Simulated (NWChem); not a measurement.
System: LiCl anion, doublet; SMILES of the neutral closed-shell parent [Li][Cl]

Input file for NWChem:

```
start job
memory heap 200 mb stack 900 mb global 1100 mb
charge -1
geometry units angstroms noautoz
  Li     0.000000     0.000000    -1.916279
  Cl     0.000000     0.000000     0.239265
end
basis spherical
  * library aug-cc-pvdz
end
dft
  odft
  mult 2
  xc rpbe cpbe96
  iterations 150
  mulliken
end
task dft energy
```

Geometry: optimised at B3LYP/def2-SVPD, spin-unrestricted. The spin multiplicity was typed, not searched, and may not be the lowest. No stability test was run on the SCF state. The highest occupied level is positive, so the extra electron may be held by the finite basis.

Q: Give the results of this calculation. (RPBE/aug-cc-pVDZ, spin-unrestricted.) Quantities: energy (Ha); highest occupied level (eV); lowest empty minus highest occupied level, either spin (eV); <S²>.

A: 
```json
{
  "energy (Ha)": "-467.79",
  "highest occupied level (eV)": "0.94",
  "lowest empty minus highest occupied level, either spin (eV)": "0.63",
  "<S²>": "0.750"
}
```
